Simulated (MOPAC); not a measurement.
MOPAC input (PM6):

```
PM6 PRECISE GNORM=0.05 LET XYZ UHF MS=0.5 GEO-OK AUX(PRECISION=9) THREADS=1
HBCl2N

N    -1.66029400 1   -0.58037000 1   -0.24284200 1
B    -0.35776600 1   -0.12580000 1   -0.02756700 1
Cl    0.97376600 1   -1.28069300 1   -0.00302800 1
Cl   -0.04791000 1    1.60598400 1    0.08320900 1
H    -2.32867200 1   -0.83836200 1    0.47465000 1
```

Output:

```
 *******************************************************************************
 **                                                                           **
 **                              MOPAC v23.2.5                                **
 **                                                                           **
 *******************************************************************************
 ** MOPAC's Digital Object Identifier: https://doi.org/10.5281/zenodo.6511958 **
 **                                                                           **
 ** Please cite the open-source release paper for use of this MOPAC version:  **
 ** J. E. Moussa and J. J. P. Stewart (2026)                                  **
 ** MOPAC: An open-source semiempirical molecular orbital program             **
 ** J. Open Source Softw., 11(119), 8025, https://doi.org/10.21105/joss.08025 **
 *******************************************************************************

                              PM6 CALCULATION RESULTS

 *******************************************************************************
 *  PM6        - The PM6 Hamiltonian to be used
 *  GEO-OK     - OVERRIDE INTERATOMIC DISTANCE AND OTHER SAFETY CHECKS
 *  UHF        - UNRESTRICTED HARTREE-FOCK CALCULATION
 *  MS=        - IN MECI, MAGNETIC COMPONENT OF SPIN =  0.5
 *  LET        - OVERRIDE SOME SAFETY CHECKS
 *  PRECISE    - TIGHTER CRITERIA TO BE USED
 *  XYZ        - CARTESIAN COORDINATE SYSTEM TO BE USED
 *  GNORM      - EXIT WHEN GRADIENT NORM DROPS BELOW 0.050
 *  AUX        - OUTPUT AUXILIARY INFORMATION
 *******************************************************************************
PM6 PRECISE GNORM=0.05 LET XYZ UHF MS=0.5 GEO-OK AUX(PRECISION=9) THREADS=1
 HBCl2N

   ATOM   CHEMICAL          X               Y               Z
  NUMBER   SYMBOL      (ANGSTROMS)     (ANGSTROMS)     (ANGSTROMS)

     1       N         -1.66029400  *  -0.58037000  *  -0.24284200  *
     2       B         -0.35776600  *  -0.12580000  *  -0.02756700  *
     3      Cl          0.97376600  *  -1.28069300  *  -0.00302800  *
     4      Cl         -0.04791000  *   1.60598400  *   0.08320900  *
     5       H         -2.32867200  *  -0.83836200  *   0.47465000  *

          CARTESIAN COORDINATES

    NO.       ATOM           X           Y           Z

     1         N         -1.6603     -0.5804     -0.2428
     2         B         -0.3578     -0.1258     -0.0276
     3        Cl          0.9738     -1.2807     -0.0030
     4        Cl         -0.0479      1.6060      0.0832
     5         H         -2.3287     -0.8384      0.4747

 General Reference for PM6:
 "Optimization of Parameters for Semiempirical Methods V: Modification of NDDO Approximations
 and Application to 70 Elements", J. J. P. Stewart, J. Mol. Mod., 13, 1173-1213 (2007)
 URL: https://link.springer.com/article/10.1007/s00894-007-0233-4

           Empirical Formula: H N B Cl2  =     5 atoms

      MOLECULAR POINT GROUP   :   Cs

          UHF CALCULATION, NO. OF ALPHA ELECTRONS =   12
                           NO. OF BETA  ELECTRONS =   11

          Geometry optimization using EF

          DIAGONAL MATRIX USED AS START HESSIAN

 CYCLE:     1  GRAD.:    35.303 HEAT: -34.62862
 CYCLE:     2  GRAD.:   229.405 HEAT: -18.16759
 CYCLE:     3  GRAD.:    16.951 HEAT: -35.06915
 CYCLE:     4  GRAD.:    69.271 HEAT: -33.18208
 CYCLE:     5  GRAD.:     3.619 HEAT: -35.27027
 CYCLE:     6  GRAD.:     4.937 HEAT: -35.30032
 CYCLE:     7  GRAD.:     2.730 HEAT: -35.34844
 CYCLE:     8  GRAD.:     1.324 HEAT: -35.36151
 CYCLE:     9  GRAD.:     0.622 HEAT: -35.36621
 CYCLE:    10  GRAD.:     0.128 HEAT: -35.36707
 CYCLE:    11  GRAD.:     0.201 HEAT: -35.36707
 CYCLE:    12  GRAD.:     0.097 HEAT: -35.36708
 CYCLE:    13  GRAD.:     0.029 HEAT: -35.36709

     GRADIENT =  0.02935 IS LESS THAN CUTOFF =  0.05000

 -------------------------------------------------------------------------------
 PM6 PRECISE GNORM=0.05 LET XYZ UHF MS=0.5 GEO-OK AUX(PRECISION=9) THREADS=1
 HBCl2N

     GEOMETRY OPTIMISED USING EIGENVECTOR FOLLOWING (EF).
     SCF FIELD WAS ACHIEVED

                              PM6 CALCULATION
                                                       MOPAC v23.2.5 Linux

          FINAL HEAT OF FORMATION =        -35.36709 KCAL/MOL =    -147.97589 KJ/MOL

          COSMO AREA              =        109.05 SQUARE ANGSTROMS
          COSMO VOLUME            =         93.85 CUBIC ANGSTROMS

          GRADIENT NORM           =          0.02935          =       0.01312 PER ATOM
          IONIZATION POTENTIAL    =         10.723184 EV
          ALPHA SOMO LUMO (EV)    =        -11.271 -0.753
          BETA  SOMO LUMO (EV)    =        -10.723 -1.643
          NO. OF ALPHA ELECTRONS  =         12
          NO. OF BETA  ELECTRONS  =         11
          MOLECULAR WEIGHT        =         96.7306         POINT GROUP:  Cs

          MOLECULAR DIMENSIONS (Angstroms)

            Atom       Atom       Distance
            H     5   Cl     3     3.42203
           Cl     4   Cl     3     2.68925
           Cl     3    N     1     0.53777

          SCF CALCULATIONS        =         14

   ATOM   CHEMICAL          X               Y               Z
  NUMBER   SYMBOL      (ANGSTROMS)     (ANGSTROMS)     (ANGSTROMS)

     1       N         -1.68510313  *  -0.58956964  *  -0.22866856  *
     2       B         -0.37549620  *  -0.13298991  *   0.00326906  *
     3      Cl          0.97980733  *  -1.23920339  *  -0.00913329  *
     4      Cl         -0.01725260  *   1.57790346  *   0.07502493  *
     5       H         -2.39577677  *  -0.86004780  *   0.40557521  *

                             CARTESIAN COORDINATES

   1    N       -1.685103126    -0.589569643    -0.228668558
   2    B       -0.375496200    -0.132989913     0.003269061
   3   Cl        0.979807330    -1.239203387    -0.009133292
   4   Cl       -0.017252601     1.577903456     0.075024934
   5    H       -2.395776771    -0.860047798     0.405575213

           Empirical Formula: H N B Cl2  =     5 atoms

      MOLECULAR POINT GROUP   :   Cs

          ALPHA EIGENVALUES
 -30.28455 -26.61519 -26.39500 -19.74694 -16.62265 -15.93898 -13.71439 -12.33037
 -12.07142 -11.53153 -11.48265 -11.27119  -0.75335  -0.06673   1.48184   2.30614
   5.25140  87.21682  87.34155  87.49555  88.27733  88.27958  88.47815  88.49104
  88.63024  89.14786  89.17050

           BETA EIGENVALUES
 -28.16143 -26.33502 -26.13777 -19.35284 -16.30211 -14.94555 -13.26852 -11.73496
 -11.51436 -11.24295 -10.72318  -1.64282  -0.60986  -0.04056   2.12008   2.88994
   5.75276  87.29481  87.39042  87.54749  88.29574  88.29678  88.55312  88.55667
  88.70616  89.16090  89.18857

              NET ATOMIC CHARGES AND DIPOLE CONTRIBUTIONS

  ATOM NO.   TYPE          CHARGE      No. of ELECS.   s-Pop       p-Pop       d-Pop
    1          N          -0.322413        5.3224     1.64845     3.67397
    2          B           0.303123        2.6969     0.95717     1.73971
    3         Cl          -0.124612        7.1246     1.99187     5.12954     0.00320
    4         Cl          -0.124595        7.1246     1.99187     5.12953     0.00320
    5          H           0.268497        0.7315     0.73150
 DIPOLE           X         Y         Z       TOTAL
 POINT-CHG.    -1.603    -0.592     0.842     1.905
 HYBRID        -0.014    -0.022     0.576     0.577
 SUM           -1.617    -0.615     1.419     2.237

          ATOMIC ORBITAL ELECTRON POPULATIONS

     Atom    s        px        py        pz      x^2-y^2     xz        z^2       yz        xy
    1  N   1.64845   1.16258   1.02335   1.48803
    2  B   0.95717   0.67792   0.66811   0.39367
    3 Cl   1.99187   1.53647   1.68835   1.90472   0.00118   0.00033   0.00047   0.00022   0.00099
    4 Cl   1.99187   1.93307   1.29336   1.90309   0.00096   0.00006   0.00047   0.00051   0.00120
    5  H   0.73150

                    (SZ)    =    0.500000
                    (S**2)  =    0.766991

          ATOMIC ORBITAL SPIN POPULATIONS

    Atom   Total    s     px     py     pz   x^2-y^2  xz     z^2    yz     xy
         Atomic
    1  N  1.0868  0.043  0.155  0.831  0.058
    2  B -0.1482 -0.031 -0.040 -0.036 -0.042
    3 Cl  0.0526 -0.000  0.047  0.009 -0.004  0.000 -0.000  0.000 -0.000 -0.000
    4 Cl  0.0526 -0.000  0.010  0.047 -0.003 -0.000 -0.000  0.000 -0.000  0.000
    5  H -0.0437 -0.044

 **********************
 *                    *
 * JOB ENDED NORMALLY *
 *                    *
 **********************

 == MOPAC DONE ==
```

The geometry given is a B3LYP-D3(BJ)/def2-TZVP minimum.
